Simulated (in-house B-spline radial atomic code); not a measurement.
The numbers below are computed, except where a source is named.
## What the choice of pseudopotential does to G0W0 on PBE: As

All numbers come from a B-spline radial code for spherical atoms, non-relativistic, configuration [Ar] 3d10 4s2 4p3, open shells at high spin. Semilocal Troullier-Martins pseudo-atoms, one channel per l, are made with PBE or LDA for several valence sets and radii, with or without a model core, and set against the all-electron atom. One channel fits only the lowest state of its l, so a second state of that l is approximate. All electrons give 4p up: PBE -5.955 eV, G0W0 -9.668 eV, 4s down: PBE -12.470 eV, G0W0 -16.076 eV. Potentials are made in the ion's own configuration unless the neutral atom is named, and a smooth local potential serves every l without a channel. Potentials that miss their own reference levels by more than 6 millihartree, or need radii over 3.5 bohr, are left out. Columns give pseudo minus all-electron, in eV; a dash marks a level in the core or of low weight.

```csv
valence,made with,radii (bohr),model core (bohr),4p up PBE,4p up G0W0,4s down PBE,4s down G0W0
4s 4p,PBE,s 1.33 p 1.60,none,0.00,0.00,+0.20,+0.21
4s 4p,PBE,s 1.50 p 1.80,none,0.00,+0.02,+0.21,+0.25
4s 4p,PBE,s 1.66 p 2.00,none,0.00,+0.04,+0.21,+0.28
4s 4p,PBE,s 1.91 p 2.31,none,0.00,+0.05,+0.20,+0.28
4s 4p,PBE,s 1.33 p 1.60,1.28,0.00,+0.01,-0.01,0.00
4s 4p,PBE,s 1.91 p 2.31,1.28,0.00,+0.06,-0.02,+0.05
3d 4s 4p,PBE,s 1.91 p 2.31 d 1.66,none,0.00,-0.25,+0.02,-0.36
3d 4s 4p,PBE,s 1.50 p 1.80 d 1.30,0.30,0.00,-0.21,+0.01,-0.32
3p 3d 4s 4p,PBE,s 1.33 p 0.42 d 1.15,none,-0.08,-0.02,+0.01,-0.95
3p 3d 4s 4p,PBE,s 1.91 p 0.60 d 1.66,none,-0.03,+0.05,-0.02,-1.03
3p 3d 4s 4p,PBE,s 2.16 p 0.68 d 1.87,none,-0.03,+0.04,-,-
3p 3d 4s 4p,PBE,s 1.66 p 0.52 d 1.44,0.28,-0.03,+0.04,-0.01,-0.92
3s 3p 3d 4s 4p,PBE,s 0.53 p 0.52 d 1.44,none,-0.04,-0.07,-0.15,-0.21
3s 3p 3d 4s 4p,PBE,s 0.61 p 0.60 d 1.66,none,-0.03,-0.05,-0.19,-0.26
```

(1) How does the G0W0 shift of 4p up, which all sets hold, depend on the valence set?

Results:

(1) Mean size: 4s 4p: 0.03 eV; 3p 3d 4s 4p: 0.04 eV; 3s 3p 3d 4s 4p: 0.06 eV; 3d 4s 4p: 0.23 eV. A larger valence set can do worse when it takes only part of a shell, whose exchange with the frozen rest is then left to the functional. The means mix radii and the functional used in making the potentials.
